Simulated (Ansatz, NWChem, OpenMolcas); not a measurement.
# How methods differ on CH6Ge (methyl germane)

CH6Ge has 8 atoms, charge 0, and is taken as a singlet. As SMILES, `[CH3][GeH3]`. Geometry: relaxed at PBE0-D4/def2-TZVP.

Quantity: the electronic atomisation energy, in eV. The values are calculated. Electronic energies at fixed atoms, without zero-point motion or spin-orbit coupling.

```
            level                    kind     program  value (eV)  CPU time (all runs)
     HF/def2-SVPD            Hartree–Fock  OpenMolcas       19.87                 20 s
  SVWN5/def2-SVPD                     LDA  OpenMolcas       28.91                 40 s
   BLYP/def2-SVPD                     GGA      Ansatz       25.35                 12 s
 revPBE/def2-SVPD                     GGA      NWChem       25.12                 35 s
 r2SCAN/def2-SVPD                meta-GGA      NWChem       25.92                 40 s
 M06-2X/def2-SVPD         hybrid meta-GGA      NWChem       25.54                 27 s
  BHLYP/def2-SVPD           global hybrid      NWChem       25.48                 32 s
wB97M-V/def2-SVPD  range-separated hybrid      Ansatz       26.14                 81 s
    MP2/def2-SVPD     perturbation theory      Ansatz       24.69                5.5 s
   CCSD/def2-SVPD   coupled cluster or CI      Ansatz       24.78                 29 s
```

All-electron rows without a relativistic Hamiltonian named are non-relativistic. The values span 19.87 to 28.91 eV. In the correlated wave-function rows the outer d shell of Ge is correlated, in sets not made for it. Times are those of the runs behind each value, whatever else they computed, on shared processors of several kinds: orders of magnitude only.
